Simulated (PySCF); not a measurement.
C3H9OSi, SMILES CCO[SiH]C (connectivity only; charge and spin as stated), charge +1, multiplicity 1.

Geometry optimised at r2SCAN-D4/def2-SVP. The multiplicity is an assumed one; no other spin state was optimised. The isomer is the one that the SMILES or the coordinates give; other isomers of the formula were not compared. Other conformers were not sampled.

These are TDDFT-PBE/def2-SVPD (PySCF) values and carry that method's errors.

Vertical excitations. Gas-phase values at a fixed geometry. State labels are in the subgroup Cs.

Task: Give excitation energies, oscillator strengths and character. (An estimate is asked for; the answer gives what the named calculation found.)

Result: 
```tsv
state	symmetry	energy (eV)	λ (nm)	f	main pairs
S1	A"	4.57	272	0.000	HOMO−1→LUMO 100 %
S2	A'	4.77	260	0.076	HOMO→LUMO 94 %
S3	A"	5.45	228	0.000	HOMO−2→LUMO 100 %
S4	A"	6.20	200	0.000	HOMO−4→LUMO 99 %
S5	A'	6.36	195	0.046	HOMO−3→LUMO 83 %
S6	A"	6.58	188	0.007	HOMO→LUMO+1 99 %
S7	A'	6.81	182	0.055	HOMO−1→LUMO+1 86 %
S8	A"	7.21	172	0.004	HOMO−5→LUMO 99 %
S9	A'	7.58	164	0.056	HOMO−2→LUMO+1 97 %
S10	A'	7.70	161	0.033	HOMO−6→LUMO 91 %
T1	A'	4.16	298	0	HOMO→LUMO 97 %
T2	A"	4.34	286	0	HOMO−1→LUMO 100 %
T3	A"	5.40	230	0	HOMO−2→LUMO 99 %
T4	A'	5.68	218	0	HOMO−3→LUMO 96 %
```
Triplets are in the Tamm–Dancoff approximation, which puts them higher than full response would, so one can lie above its singlet here.
